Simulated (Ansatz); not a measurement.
Molecular dynamics of CH4BO2, charge -1

input.yaml

```yaml
crystal:
  periodic: [false, false, false]
  atoms:
    - { symbol: C, position_ang: [-0.926514, -0.185312, -0.447271] }
    - { symbol: O, position_ang: [-0.285355, 0.098323, 0.726658] }
    - { symbol: B, position_ang: [1.161857, 0.268426, 0.761306] }
    - { symbol: O, position_ang: [1.82789, 0.532998, 1.809333] }
    - { symbol: H, position_ang: [-1.682432, 0.589176, -0.717549] }
    - { symbol: H, position_ang: [-0.225188, -0.260173, -1.308431] }
    - { symbol: H, position_ang: [-1.484693, -1.150195, -0.405386] }
    - { symbol: H, position_ang: [1.614435, 0.106739, -0.418671] }
total_charge: -1
basis:
  gaussian: { orbitals: def2-SVP }
hamiltonian:
  xc: pbe0
  dispersion: d4
md:
  timestep: 0.5
  n_steps: 150
  ensemble: nvt_nose_hoover
  temperature: 500.0
  initial_velocities: maxwell_boltzmann
  seed: 113583
  nose_hoover: { tau: 300.0, chain_length: 3 }
scf:
  lower_state_search: "off"
```

Command:

```bash
$ ansatz run input.yaml --threads 1 --pin off --max-ram 2048MiB --backend cpu --events-out ev --progress --plain --runs-dir out
```

It starts from a relaxed structure.

Output, in part (step lines, the closing report, with atoms numbered from 0):

```
md step     0: t =     0.00 fs  T =   500.0 K  F+E_penalty+E_count = -5863.95420056 eV  E_kin = 0.387780 eV  conserved = -5863.56642056 eV  (13 SCF iters)
[... lines left out ...]
Total energy: -5863.67622493 eV, -215.4861267238 hartree
Atom 0 at    -0.831063    -0.236691    -0.438814 Å, force    -1.835895    -0.675246    -0.402124 eV/Å
Atom 1 at    -0.351129     0.279839     0.742810 Å, force     0.062453    -0.105330    -0.836816 eV/Å
Atom 2 at     1.107705     0.191175     0.795884 Å, force     0.314352    -0.390028    -0.828105 eV/Å
Atom 3 at     1.850059     0.493118     1.767757 Å, force     0.117429     0.263707     0.618465 eV/Å
Atom 4 at    -1.940456    -0.111784    -0.635208 Å, force     0.177197     0.109632     1.134259 eV/Å
Atom 5 at    -0.527188     0.224551    -1.388638 Å, force     1.082456     0.146558    -0.147781 eV/Å
Atom 6 at    -0.712940    -1.349706    -0.542058 Å, force     0.281647     0.397528    -0.075111 eV/Å
Atom 7 at     1.538183    -0.284902    -0.352195 Å, force    -0.199639     0.253179     0.537213 eV/Å
Dipole moment:    -0.858880    -0.197512    -0.626334 e Å
```

The steps, from the saved trajectory:

```csv
time (fs),T (K),potential energy less start (eV),conserved less start (meV/atom)
0.0,500,0.000,0.00
2.5,321,0.140,0.18
5.0,233,0.208,0.12
7.5,216,0.221,0.17
10.0,314,0.145,0.12
12.5,356,0.113,0.07
15.0,245,0.199,0.16
17.5,201,0.233,0.13
20.0,201,0.234,0.19
22.5,345,0.121,0.04
25.0,238,0.205,0.14
27.5,120,0.297,0.16
30.0,135,0.285,0.17
32.5,260,0.188,0.12
35.0,321,0.140,0.08
37.5,234,0.209,0.16
40.0,188,0.244,0.14
42.5,195,0.239,0.19
45.0,332,0.133,0.08
47.5,307,0.153,0.11
50.0,195,0.241,0.17
52.5,208,0.230,0.17
55.0,350,0.121,0.11
57.5,408,0.075,0.07
60.0,273,0.181,0.16
62.5,191,0.245,0.13
65.0,147,0.280,0.20
67.5,279,0.177,0.10
70.0,309,0.154,0.09
72.5,194,0.244,0.16
75.0,151,0.278,0.15
```

All steps were run. The conserved energy stayed within 0.2 meV per atom of its start (net change 0.15 meV per atom), so the integration is sound. The mean temperature of the second half is 50 % below the set value. A run of 0.075 ps of so small a system gives no equilibrium averages. Limits of this set-up: an anion without diffuse functions, the dipole of an ion depends on the origin.

The same pairs are bonded in the first frame and the last. Pairs count as bonded within 1.25 times the sum of covalent radii (0.12 Å more for H–H).

Last frame:

```xyz
8
Properties=species:S:1:pos:R:3
C -0.831 -0.237 -0.439
O -0.351 0.280 0.743
B 1.108 0.191 0.796
O 1.850 0.493 1.768
H -1.940 -0.112 -0.635
H -0.527 0.225 -1.389
H -0.713 -1.350 -0.542
H 1.538 -0.285 -0.352
```

The run took 4.1 min on 1 thread of Arm Neoverse V1, with other jobs on the host, peak memory 0.12 GiB.
